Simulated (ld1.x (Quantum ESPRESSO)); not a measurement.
## niobium (Nb), TM: configuration errors across variants

* Element: niobium (Nb)
* Generator: ld1.x (Quantum ESPRESSO) 7.5
* Type: norm-conserving Troullier–Martins (Kleinman–Bylander form)
* Functional: BLYP
* Relativity: scalar-relativistic
* Frozen core: [Kr]
* Valence charge: 5
* Reference configuration: 4d4 5s0.5 5p0 (charge +0.5)
* Partial waves: 5s (bound): rc 2.15 bohr; 5p (bound, empty): rc 2.65 bohr; 4d (bound): rc 2.15 bohr; 4f channel at 0.2 Ry: rc 2.10 bohr
* Local potential: all-electron potential smoothed inside 2.60 bohr (lloc = -1)
* Core correction: Bessel-smoothed model core inside 1.00 bohr

All-electron excitation energies from the reference (eV): (1) 4d4 5s1 5p0 -2.631; (2) 4d4 5s0 5p0 4.038; (3) 4d3 5s0 5p0 18.028; (4) 4d5 5s0 5p0 -1.292; (5) 4d3 5s2 5p0 -3.210; (6) 4d3 5s1 5p1 0.104; (7) 4d1 5s0 5p0 79.484.

2 further variants failed, have other tests or too few solved ones, and are left out.

A true bound ghost makes a file unfit for plane-wave use even where its test errors are small: the radial tests pick states by their node count and pass the ghost by.

Errors AE − PS in meV (a dash: test not solved or not reliable):

| change | (1) | (2) | (3) | (4) | (5) | (6) | (7) | bound ghosts |
| --- | --- | --- | --- | --- | --- | --- | --- | --- |
| base | +0.3 | -2.0 | -87 | -19 | +16 | +32 | -1600 | s |
| wave 5s (bound): rc 2.15 bohr becomes 5s (bound): rc 1.94 bohr | +0.7 | -2.8 | -93 | -19 | -18 | +16 | -1636 | s |
| wave 4f channel at 0.2 Ry: rc 2.10 bohr becomes 4f channel at 0.2 Ry: rc 2.92 bohr | +0.3 | -2.0 | -87 | -19 | +16 | +32 | -1600 | s |
| local potential all-electron potential smoothed inside 1.20 bohr (lloc = -1) | -0.3 | -2.0 | -76 | -16 | -34 | -47 | -1537 | s, p |
| local potential the d channel | -0.5 | -2.0 | -78 | -17 | -55 | -77 | -1551 | s, p |
| wave 4f channel at 0.2 Ry: rc 2.10 bohr becomes 4f channel at 0.37 Ry: rc 2.10 bohr | +0.3 | -2.0 | -87 | -19 | +16 | +32 | -1600 | s |
| wave 5p (bound): rc 2.65 bohr becomes 5p (bound): rc 3.84 bohr | +0.3 | -2.0 | -87 | -19 | +16 | +19 | -1600 | s |

Problem. Give the same row for: core correction Bessel-smoothed model core inside 1.56 bohr.

Solution. +0.3, -2.0, -87, -19, +16, +32, -1606; bound ghosts: s.
